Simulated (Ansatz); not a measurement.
B₅. Charge 0, multiplicity 2. Geometry r2SCAN-D4/def2-SVPD, that of the charge -1 singlet; atoms count from 1.

```xyz
5

B     0.280   -0.057   -1.137
B     0.267   -0.461    1.616
B    -0.968    0.940   -1.037
B     0.890   -0.743    0.169
B    -0.470    0.321    0.388
```

The charge 0 doublet is spin-contaminated (final ⟨S²⟩ up to 1.03, 0.75 for a pure state). The structure comes from a short search, and lower isomers may exist.

**Question.** Estimate the Mulliken populations from the PBE0/def2-TZVPD orbitals of Ansatz.

**Answer.** 
| atom | charge (e) | spin (α − β) |
| --- | --- | --- |
| B1 | 0.00 | -0.11 |
| B2 | 0.07 | 0.62 |
| B3 | 0.07 | 0.62 |
| B4 | 0.00 | -0.11 |
| B5 | -0.13 | -0.02 |
Mulliken values and Mayer orders depend strongly on the basis. With diffuse functions, as here, like atoms can get unlike values, and bond orders can come out too low or too high.

**Question.** Where does the spin sit?

**Answer.** Summed by element: B 1.00, of 1 unpaired in all. Largest on single atoms: B3 0.62, B2 0.62, B4 -0.11.

**Question.** And the Mayer bond orders between bonded heavy atoms (over 0.3)?

**Answer.** B1–B3 1.29 (1.60 Å); B1–B4 1.22 (1.60 Å); B1–B5 0.78 (1.74 Å); B2–B4 1.29 (1.60 Å); B2–B5 1.22 (1.63 Å); B3–B5 1.22 (1.63 Å); B4–B5 0.78 (1.74 Å).
